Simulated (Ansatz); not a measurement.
## Ansatz (development build ahead of 0.2.0) run

```yaml
crystal:
  periodic: [false, false, false]
  atoms:
    - { symbol: Li, position_ang: [1.16673, 1.16673, 1.16673] }
    - { symbol: Li, position_ang: [1.16673, -1.16673, -1.16673] }
    - { symbol: Li, position_ang: [-1.16673, 1.16673, -1.16673] }
    - { symbol: Li, position_ang: [-1.16673, -1.16673, 1.16673] }
basis:
  gaussian: { orbitals: "6-31G" }
total_charge: 2
hamiltonian:
  xc: hf
output:
  forces: true
```

The input is written out in the form of the current development build from the run's settings.

Output:

```json
{
  "Converged": "yes",
  "Total energy": "-29.32823 hartree"
}
```

Forces (eV/Å):
```
atom      Fx      Fy      Fz
 Li1   0.129   0.129   0.129
 Li2   0.129  -0.129  -0.129
 Li3  -0.129   0.129  -0.129
 Li4  -0.129  -0.129   0.129
```

Caution: no unrestricted run beside it, a lower state can exist; other spin multiplicities were not run.
